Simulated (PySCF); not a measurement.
**Excitation energy of Rh+ by level of theory**

Rh+ [Kr] 4d8 (3F) → Rh+ [Kr] 4d7 5s1 (5F), as a difference of total energies. All numbers are calculated (PySCF 2.14, scalar relativity through the core potential, in aug-cc-pwCVDZ-PP with ECP28MDF (6s6p5d3f, 70 functions)). Correlated levels: valence: 4s2 4p6 frozen. The calculations carry no spin-orbit coupling.

```json
{"method": "UHF", "excitation energy (eV)": "1.292", "error (eV)": "-0.834"}
{"method": "MP2 (valence)", "excitation energy (eV)": "2.049", "error (eV)": "-0.077"}
{"method": "SCS-MP2 (valence)", "excitation energy (eV)": "2.344", "error (eV)": "+0.218"}
{"method": "CCSD (valence)", "excitation energy (eV)": "1.910", "error (eV)": "-0.216"}
{"method": "CCSD(T) (valence)", "excitation energy (eV)": "1.955", "error (eV)": "-0.171"}
```

Reference: 2.126 eV (measured; NIST levels, between the centres of gravity of the two terms).

Errors of the correlated levels include the incompleteness of this basis and the frozen core.
